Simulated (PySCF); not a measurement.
Compound: C₇H₉FSi.
SMILES with atom numbers: `[F:1][C:2]1=[CH:3]/[CH2:4]/[CH:5]=[CH:6]\[SiH2:7]/[CH:8]=[CH:9]\1`

Probes without a nucleus sit at each ring's centroid and 1 Å off its mean plane on both sides; NICS is minus the shielding there, NICSzz its component along the normal. Level: GIAO PBE0/pcSseg-1 (PySCF, non-relativistic, gas phase) on the GFN2-xTB geometry, one conformer.

Ring bond lengths (Å), with Mayer bond orders in brackets: C2–C3 1.331 (1.83), C3–C4 1.493 (1.02), C4–C5 1.502 (1.03), C5–C6 1.325 (1.93), C6–Si7 1.880 (0.90), Si7–C8 1.887 (0.88), C8–C9 1.335 (1.87), C9–C2 1.450 (1.12).

Question: What do the NICS probes read (ppm)?

Answer: 
```json
{"ring": "C2–C3–C4–C5–C6–Si7–C8–C9", "type": "8-membered ring with Si; formal bonds 3 double, 5 single", "NICS(0)": "0.5", "NICS(1), two faces": "-1.1 / -3.7", "NICS(1)zz, two faces": "3.6 / 3.1", "rms pucker (Å)": "0.38", "centre to ring atoms, mean (Å)": "1.86"}
```

Question: What do they say, and how far can they be read as aromaticity?

Answer: 
- C2–C3–C4–C5–C6–Si7–C8–C9: mean NICS(1)zz 3.4 ppm, deshielded. C4, Si7 have four or more neighbours, so the value isn't read as a sign of a π ring current.

Question: Give the inner angles of the rings and the Hirshfeld charges of the ring atoms.

Answer: 
- C2–C3–C4–C5–C6–Si7–C8–C9: C2 132.1° (+0.079 e), C3 125.2° (-0.061 e), C4 107.5° (-0.067 e), C5 122.6° (-0.025 e), C6 124.8° (-0.151 e), Si7 117.9° (+0.330 e), C8 134.0° (-0.129 e), C9 130.0° (-0.047 e); sum 994.1° against 1080° for a flat convex ring.

Question: How shielded are the nuclei of the rings and their hydrogens (means over atoms taken as equivalent)?

Answer: 
| atoms | environment | σ isotropic (ppm) |
| --- | --- | --- |
| C2 | vinylic C–F carbon | 18.6 |
| C3 | alkene CH carbon | 67.0 |
| C4 | allylic carbon | 150.9 |
| C5 | alkene CH carbon | 25.8 |
| C6 | alkene CH carbon | 59.6 |
| Si7 | SiH2 silicon | 411.7 |
| C8 | alkene CH carbon | 48.6 |
| C9 | alkene CH carbon | 40.5 |
| H on C3 | vinylic hydrogen | 25.85 |
| H on C4 (×2) | methylene hydrogen | 28.62 |
| H on C5 | vinylic hydrogen | 24.53 |
| H on C6 | vinylic hydrogen | 25.79 |
| H on Si7 (×2) | Si–H hydrogen | 26.72 |
| H on C8 | vinylic hydrogen | 25.50 |

The list is cut; further classes of hydrogen are left out.

Hardware: an Arm Neoverse N1 with one thread, shared host with 64 logical CPUs at a one-minute load of 58. Cost: 71 s of wall time, 0.86 GiB resident at most. This is the whole shielding run at PBE0/pcSseg-1, SCF included.
